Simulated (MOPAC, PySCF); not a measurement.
H4S3Si, SMILES `S[SiH](S)S`, neutral singlet in the gas phase. 

Cartesian coordinates (Å):
```xyz
8

S     -0.9762     1.8574    -0.0687
Si     0.0038    -0.0245     0.0761
S      1.9083     0.1401    -0.8555
S     -1.1428    -1.4609    -0.9935
H     -0.1763     2.4459     0.8397
H      0.1510    -0.4273     1.4954
H      2.3289    -1.0603    -0.4155
H     -2.1285    -1.4904    -0.0776
```
Charge 0, spin multiplicity 1.

All levels are single points at this geometry (PBE0-D3(BJ)/def2-TZVP); Pople sets use spherical d functions. Orbital energies aren't observables, and empty levels follow the basis.

```csv
level,HOMO (eV),LUMO (eV),gap (eV),dipole (D),"vertical IE, Delta-SCF (eV)"
PBE-D3(BJ)/def2-TZVP in PySCF,-6.36,-0.95,5.41,1.78,8.97
PBE0-D3(BJ)/def2-TZVP in PySCF,-7.59,-0.04,7.55,1.90,9.42
B3LYP/3-21G in PySCF,-7.57,-0.02,7.55,3.28,–
B3LYP/6-311+G** in PySCF,-7.44,-0.77,6.67,2.29,–
M06-2X/6-31G* in PySCF,-8.79,1.03,9.81,2.57,–
PBE/6-31G* in PySCF,-6.37,-0.60,5.77,2.41,–
SVWN5/6-31G* in PySCF,-6.44,-0.78,5.66,2.50,9.13
HF/3-21G in PySCF,-10.85,3.34,14.20,3.76,–
HF/6-31G* in PySCF,-10.51,3.60,14.11,2.70,9.93
AM1 in MOPAC,-9.89,-2.21,7.68,3.82,–
PM3 in MOPAC,-9.52,-2.39,7.13,3.76,–
PM6 in MOPAC,-9.52,-0.55,8.97,2.61,–
PM7 in MOPAC,-9.56,-1.50,8.05,2.90,–
```
